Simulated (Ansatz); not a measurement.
Reaction (formal hydrolysis of the Si–S bond): `CS[Si]N` + H₂O → `N[Si]O` + CH₃SH

Isolated molecules relaxed with PBE0-D4/def2-TZVP in Ansatz; ΔE leaves out vibrations. CCSD(T)/CBS adds triple-zeta CCSD(T) − MP2 to the extrapolated MP2 energy (def2 sets, frozen cores). This one scheme is used for every species. Functionals use def2-TZVPP. B3LYP here is the variant with VWN-RPA as its local correlation; programs differ in this. Each species was taken in one conformer, which may not be the lowest.

`CS[Si]N`:

Z-matrix (Å, degrees):
```
C
S 1 1.813
H 1 1.089 2 109.2
H 1 1.092 2 110.5 3 -120.2
H 1 1.089 2 109.3 3 119.6
Si 2 2.141 1 100.1 3 120.8
N 6 1.710 2 98.2 1 179.9
H 7 1.009 6 127.5 2 -0.0
H 7 1.007 6 120.2 2 180.0
```

H₂O:

Cartesian coordinates in Å:
```
O -0.016 0.068 -0.383
H 0.685 -0.371 0.104
H -0.669 0.303 0.279
```

`N[Si]O`:

```xyz
6

N     0.769   -0.471   -0.219
Si    0.206    0.449    1.116
O    -1.302    0.920    0.621
H     1.686   -0.892   -0.193
H     0.293   -0.672   -1.087
H    -1.653    0.665   -0.237
```

CH₃SH:

```xyz
6

C     0.166    0.022    0.462
S    -1.102   -0.070   -0.821
H     0.821   -0.848    0.440
H    -0.365    0.033    1.413
H     0.751    0.937    0.381
H    -0.271   -0.073   -1.875
```

```json
{"level": "r2SCAN-D4", "ΔE (eV)": "-0.21"}
{"level": "B3LYP-D4", "ΔE (eV)": "-0.27"}
```

Question: What does CCSD(T)/CBS give? (Best estimate.)

Answer: The calculation gave: -0.23 eV. The listed levels differ from it by 0.02, -0.04 eV.

Question: What do rigid-rotor, harmonic-oscillator terms from PBE0-D4/def2-TZVP frequencies (298.15 K, 1 bar) make of the CCSD(T)/CBS value? (Best estimate.)

Answer: Computed: ΔZPE = -0.04 eV, ΔH = -0.30 eV, ΔS = 9 J/(mol·K), ΔG = -0.33 eV.

Largest T1 diagnostic among the species: 0.014.

Leaving LDA and LC-ωPBE aside and taking each functional with its dispersion term where it has one, the values, not all of them listed here, spread over 0.28 eV, from CAM-B3LYP-D4 to revPBE-D4. At CCSD(T), def2-SVP lies −0.05 eV from the extrapolated value and def2-TZVPP −0.06 eV. From BLYP to BHLYP (50 % exact exchange), in def2-TZVPP and without D4, ΔE moves by −0.05 eV.
